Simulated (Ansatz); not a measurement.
Mg₄H₃. Total charge 0; quartet. Geometry r2SCAN-D4/def2-TZVP; atoms count from 1.

```xyz
7

Mg   -1.505   -0.420    0.346
Mg    1.417   -0.378   -0.642
Mg    0.633    1.517    1.938
Mg   -0.178    2.512   -0.421
H    -3.105   -0.969    0.643
H    -0.144   -1.378   -0.484
H     2.883   -0.882   -1.381
```

At PBE0-D4/def2-TZVP a doublet of charge 0 lies 0.95 eV below the quartet, each at its own geometry. The structure comes from a short search, and lower isomers may exist.

Question: Estimate the Mulliken populations from the PBE0/def2-TZVP orbitals of Ansatz.

Answer: 
```json
{"atom": "Mg1", "charge (e)": "0.39", "spin (α − β)": "0.35"}
{"atom": "Mg2", "charge (e)": "0.39", "spin (α − β)": "0.35"}
{"atom": "Mg3", "charge (e)": "-0.09", "spin (α − β)": "1.03"}
{"atom": "Mg4", "charge (e)": "-0.09", "spin (α − β)": "1.03"}
{"atom": "H5", "charge (e)": "-0.19", "spin (α − β)": "0.07"}
{"atom": "H6", "charge (e)": "-0.24", "spin (α − β)": "0.08"}
{"atom": "H7", "charge (e)": "-0.19", "spin (α − β)": "0.07"}
```
Mulliken values and Mayer orders depend strongly on the basis.

Question: Where does the spin sit?

Answer: Summed by element: Mg 2.77, H 0.23, of 3 unpaired in all. Largest on single atoms: Mg3 1.03, Mg4 1.03, Mg2 0.35.

Question: And the Mayer bond orders between bonded heavy atoms (over 0.3)?

Answer: Mg3–Mg4 1.51 (2.69 Å).
